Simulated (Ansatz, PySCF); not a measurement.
Ansatz (a quantum-chemistry and plane-wave program) was given this input:
Ansatz 0.2 input:
```yaml
crystal:
  periodic: [false, false, false]
  atoms:
    - {symbol: N, position_ang: [-1.09818464, 0.24883739, 0.18204870]}
    - {symbol: C, position_ang: [0.11446458, -0.30354462, 0.21455972]}
    - {symbol: O, position_ang: [1.09913303, 0.03243851, -0.41900695]}
    - {symbol: H, position_ang: [-1.79255916, -0.18010200, 0.79035636]}
basis:
  gaussian:
    orbitals: cc-pVDZ
hamiltonian:
  xc: pbe
magnetization: {spin_polarized: true, initial_magnetization: 2}
accuracy: high
```

Problem. Write the same job for PySCF.

Solution. Several could match; the one computed here: 
```python
from pyscf import gto, scf, dft

mol = gto.M(
    atom='''
N    -1.098185    0.248837    0.182049
C     0.114465   -0.303545    0.214560
O     1.099133    0.032439   -0.419007
H    -1.792559   -0.180102    0.790356
''',
    basis='cc-pvdz',
    charge=0,
    spin=2,
    verbose=4,
)

mf = dft.UKS(mol)
mf.xc = 'pbe'
mf.grids.atom_grid = (99, 590)
mf.grids.prune = None
mf.kernel()
```

Both were run: Ansatz gave -168.374906 Eh and PySCF -168.374906 Eh, 0.000 mEh apart.
